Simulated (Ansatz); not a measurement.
Cost and result up the ladder for MoO5H4 (10 atoms). Total charge 0; singlet. Geometry: PBE-D4/def2-SVP.

| atom | x (Å) | y (Å) | z (Å) |
| --- | --- | --- | --- |
| Mo1 | 0.185 | 0.019 | -0.724 |
| O2 | -0.039 | 0.515 | -2.515 |
| O3 | 1.519 | -1.018 | -0.602 |
| O4 | 0.349 | 1.473 | 0.191 |
| O5 | 0.171 | 0.253 | 2.499 |
| O6 | -0.265 | -0.711 | 1.505 |
| H7 | -1.332 | -0.830 | -0.593 |
| H8 | -1.241 | -0.711 | 1.626 |
| H9 | 0.365 | 1.021 | 1.883 |
| H10 | 0.288 | -0.012 | -3.270 |

Ansatz on 4 threads of Arm Neoverse V2 on a shared host. Times are rough, and most runs start from the orbitals of an earlier one. PBE0-D4/def2-TZVP serves as the yardstick here, not as an exact answer. Differences are given only for rows in sets of like size (and for xTB, whose basis is part of the method), since another set adds its own error. Binding counts from free atoms at the same level (Mo septet, O triplet, H doublet; other spins of the atoms weren't run), without zero-point energy or a counterpoise term.

In the def2 sets Mo takes a core potential; there is no spin–orbit coupling. Correlated methods freeze 5 core orbitals; core or outer-core shells of Mo are correlated, in sets that lack core-valence functions. The rows differ in basis, and correlated rows in double-zeta sets carry the largest basis error. The structure holds one bond between oxygen atoms, so isomers without such links may lie far lower. No other spin state of charge 0 was run. Another isomer (singlet) lies 0.21 eV lower at PBE0-D4/def2-TZVP; other spin states weren't run for this one.

Correlated methods converge slowly with the basis, most of all in double-zeta sets.

```csv
level,functions,wall time,binding energy per atom (eV),difference from PBE0-D4/def2-TZVP (eV),remarks
PBE-D4/def2-TZVP (with forces),219,2.2 s,3.93,0.36,–
PBE0-D4/def2-TZVP,219,2.6 s,3.56,0.00,–
r2SCAN-D4/def2-TZVP,219,3.7 s,3.70,0.14,–
CCSD(T)/def2-SVP,121,23 s,3.40,–,test for broken spin undecided
```
